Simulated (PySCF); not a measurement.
A geometry optimisation, step by step.

Species: (H2In-mu-SH)2.
Bonds: In1–S4, In1–S8, S4–In5, In5–S8. Hydrogens: H2, H3 on In1; H9 on S4; H6, H7 on In5; H10 on S8.

Method: PySCF 2.14.0, PBE0-D3(BJ)/def2-SVP geometry optimisation, gas phase, def2 core potentials past Kr; density fitting, grid level 1; the optimiser is geomeTRIC in internal coordinates, started from a GFN2-xTB structure with every atom displaced at random (about 0.03 Å). The frame can shift and turn from step to step; on so coarse a grid that alone can change the energy by a few meV, and forces under 0.02 eV/Å are noise.

Step 0: E = -32103.5903 eV, largest atomic force 1.141 eV/Å
```
atom  x, y, z in Å  |  force x, y, z in eV/Å
In1     1.506   -0.369    1.070   -0.137   0.756  -0.244
H2      2.701    0.764    1.335    0.457   0.428   0.063
H3      1.168   -1.862    1.662   -0.220  -1.040   0.348
S4      1.139   -0.489   -1.498   -0.830  -0.774   0.125
In5    -1.174    0.784   -1.165    0.436   0.328   0.126
H6     -2.423   -0.312   -1.378   -0.363  -0.531  -0.054
H7     -0.994    2.344   -1.794    0.143   0.307  -0.108
S8     -0.758    0.947    1.408   -0.465  -0.864   0.149
H9      0.424   -1.659   -1.292    0.549   0.579  -0.303
H10    -1.465   -0.224    1.656    0.430   0.810  -0.102
```

Step 1: E = -32103.7280 eV, largest atomic force 0.230 eV/Å
```
atom  x, y, z in Å  |  force x, y, z in eV/Å
In1     1.502   -0.357    1.079    0.031   0.046   0.130
H2      2.734    0.828    1.316   -0.093  -0.128  -0.033
H3      1.175   -1.945    1.701    0.074   0.187  -0.094
S4      1.094   -0.508   -1.506   -0.209  -0.008   0.095
In5    -1.177    0.797   -1.157   -0.055   0.128  -0.109
H6     -2.450   -0.355   -1.394    0.149   0.041   0.048
H7     -0.951    2.383   -1.795    0.037  -0.095   0.065
S8     -0.769    0.940    1.425    0.069  -0.005  -0.047
H9      0.429   -1.672   -1.345    0.061  -0.122  -0.105
H10    -1.463   -0.188    1.680   -0.065  -0.044   0.051
```

Step 2: E = -32103.7454 eV, largest atomic force 0.124 eV/Å
```
atom  x, y, z in Å  |  force x, y, z in eV/Å
In1     1.498   -0.348    1.078   -0.010   0.014   0.049
H2      2.723    0.835    1.292   -0.022  -0.039  -0.025
H3      1.197   -1.930    1.698    0.041   0.075  -0.038
S4      1.067   -0.525   -1.505   -0.103   0.010   0.069
In5    -1.176    0.806   -1.151   -0.039   0.064  -0.083
H6     -2.439   -0.343   -1.391    0.054   0.003   0.036
H7     -0.923    2.384   -1.778    0.040  -0.021   0.041
S8     -0.773    0.936    1.433    0.050   0.020  -0.017
H9      0.424   -1.704   -1.368    0.032  -0.089  -0.061
H10    -1.474   -0.187    1.697   -0.044  -0.037   0.029
```

Step 3: E = -32103.7560 eV, largest atomic force 0.066 eV/Å
```
atom  x, y, z in Å  |  force x, y, z in eV/Å
In1     1.490   -0.338    1.075   -0.013  -0.008  -0.040
H2      2.711    0.851    1.225    0.013   0.026  -0.004
H3      1.241   -1.916    1.702    0.005  -0.029   0.029
S4      1.023   -0.556   -1.503    0.013  -0.001   0.011
In5    -1.177    0.821   -1.141   -0.039  -0.016  -0.051
H6     -2.441   -0.319   -1.381   -0.026   0.001   0.018
H7     -0.870    2.396   -1.741    0.030   0.010   0.021
S8     -0.778    0.929    1.447    0.007   0.005   0.031
H9      0.417   -1.760   -1.404   -0.002   0.003  -0.003
H10    -1.493   -0.185    1.725    0.012   0.010  -0.012
```

Step 4: E = -32103.7576 eV, largest atomic force 0.050 eV/Å
```
atom  x, y, z in Å  |  force x, y, z in eV/Å
In1     1.492   -0.339    1.068   -0.009  -0.018  -0.033
H2      2.709    0.857    1.203    0.008   0.018  -0.005
H3      1.257   -1.915    1.707    0.006  -0.017   0.021
S4      1.011   -0.566   -1.506    0.022   0.009   0.000
In5    -1.181    0.824   -1.139   -0.033  -0.028  -0.025
H6     -2.456   -0.305   -1.372   -0.021   0.007   0.011
H7     -0.853    2.399   -1.726    0.025   0.011   0.010
S8     -0.774    0.927    1.450    0.004   0.011   0.023
H9      0.410   -1.772   -1.412   -0.012   0.005   0.009
H10    -1.491   -0.185    1.730    0.010   0.002  -0.011
```

Step 5: E = -32103.7598 eV, largest atomic force 0.037 eV/Å
```
atom  x, y, z in Å  |  force x, y, z in eV/Å
In1     1.502   -0.346    1.047    0.004  -0.014  -0.005
H2      2.707    0.869    1.141   -0.001  -0.005  -0.005
H3      1.302   -1.916    1.717    0.005   0.011  -0.003
S4      0.978   -0.587   -1.515    0.014   0.005  -0.024
In5    -1.195    0.831   -1.131    0.001  -0.014   0.034
H6     -2.504   -0.262   -1.345   -0.004   0.014  -0.005
H7     -0.810    2.404   -1.689    0.002  -0.002  -0.010
S8     -0.757    0.918    1.460   -0.012   0.002   0.001
H9      0.380   -1.795   -1.422   -0.019   0.009   0.020
H10    -1.478   -0.191    1.741    0.010  -0.005  -0.003
```

Step 6: E = -32103.7603 eV, largest atomic force 0.048 eV/Å
```
atom  x, y, z in Å  |  force x, y, z in eV/Å
In1     1.509   -0.350    1.033    0.009   0.000   0.005
H2      2.710    0.870    1.112   -0.001  -0.011  -0.006
H3      1.323   -1.917    1.716    0.003   0.010  -0.009
S4      0.960   -0.595   -1.522    0.007  -0.004  -0.026
In5    -1.202    0.835   -1.123    0.016   0.000   0.046
H6     -2.527   -0.238   -1.331    0.000   0.010  -0.009
H7     -0.794    2.405   -1.675   -0.008  -0.003  -0.013
S8     -0.747    0.912    1.467   -0.015  -0.001  -0.007
H9      0.356   -1.800   -1.420   -0.016   0.005   0.019
H10    -1.466   -0.198    1.747    0.007  -0.007   0.001
```

Step 7: E = -32103.7607 eV, largest atomic force 0.064 eV/Å
```
atom  x, y, z in Å  |  force x, y, z in eV/Å
In1     1.529   -0.360    1.000    0.012   0.024   0.015
H2      2.723    0.869    1.044    0.000  -0.013  -0.007
H3      1.372   -1.921    1.701   -0.004   0.001  -0.015
S4      0.917   -0.613   -1.538   -0.009  -0.024  -0.019
In5    -1.216    0.850   -1.098    0.039   0.026   0.044
H6     -2.573   -0.184   -1.297    0.002   0.001  -0.010
H7     -0.765    2.409   -1.646   -0.023   0.001  -0.009
S8     -0.722    0.896    1.484   -0.017  -0.011  -0.014
H9      0.295   -1.806   -1.408   -0.005   0.000   0.009
H10    -1.435   -0.218    1.760    0.004  -0.005   0.007
```

Step 8: E = -32103.7608 eV, largest atomic force 0.056 eV/Å
```
atom  x, y, z in Å  |  force x, y, z in eV/Å
In1     1.545   -0.367    0.971    0.012   0.031   0.015
H2      2.737    0.865    0.988    0.001  -0.008  -0.006
H3      1.410   -1.926    1.680   -0.007  -0.007  -0.013
S4      0.879   -0.628   -1.552   -0.015  -0.031  -0.009
In5    -1.225    0.866   -1.073    0.043   0.030   0.021
H6     -2.604   -0.139   -1.268    0.001  -0.005  -0.007
H7     -0.750    2.417   -1.623   -0.026   0.005   0.000
S8     -0.701    0.882    1.501   -0.011  -0.010  -0.007
H9      0.241   -1.809   -1.392    0.002  -0.003   0.000
H10    -1.408   -0.238    1.772    0.001  -0.003   0.007
```

Step 9: E = -32103.7611 eV, largest atomic force 0.031 eV/Å
```
atom  x, y, z in Å  |  force x, y, z in eV/Å
In1     1.554   -0.369    0.956    0.008   0.019   0.008
H2      2.748    0.860    0.960    0.000   0.000  -0.005
H3      1.424   -1.929    1.662   -0.006  -0.008  -0.006
S4      0.860   -0.637   -1.559   -0.011  -0.021  -0.001
In5    -1.227    0.876   -1.058    0.026   0.017  -0.005
H6     -2.612   -0.120   -1.254   -0.001  -0.005  -0.002
H7     -0.752    2.427   -1.611   -0.016   0.006   0.007
S8     -0.691    0.874    1.510   -0.001  -0.005   0.004
H9      0.212   -1.810   -1.381    0.002  -0.002  -0.003
H10    -1.392   -0.250    1.779    0.000   0.000   0.003
```

Step 10: E = -32103.7612 eV, largest atomic force under 0.02 eV/Å
```
atom  x, y, z in Å  |  force x, y, z in eV/Å
In1     1.563   -0.371    0.941    0.003   0.000   0.003
H2      2.757    0.856    0.929   -0.001   0.005  -0.003
H3      1.438   -1.933    1.645   -0.003  -0.003  -0.001
S4      0.839   -0.647   -1.566   -0.003  -0.007   0.001
In5    -1.227    0.887   -1.044    0.005  -0.003  -0.018
H6     -2.619   -0.100   -1.241   -0.001  -0.002   0.002
H7     -0.754    2.440   -1.593   -0.004   0.005   0.009
S8     -0.680    0.867    1.520    0.005   0.001   0.011
H9      0.184   -1.814   -1.373   -0.001   0.002  -0.003
H10    -1.377   -0.260    1.786    0.000   0.001  -0.001
```

Question: Summarise the path.

Answer: The energy falls by 0.1708 eV from step 0 to step 10; nine tenths of that is first reached at step 2. It falls at every step. The largest force goes from 1.141 to under 0.02 eV/Å. Among the bonds In1–H3 changes most, from 1.641 to 1.718 Å; the atoms move by 0.188 Å rms after alignment.

What follows is the cost of the whole optimisation. On one thread, Arm Neoverse V1 (aarch64), no GPU, shared host with 32 logical CPUs at a one-minute load of 16, this took 1.7 min of wall time and 0.44 GiB of memory at its peak.
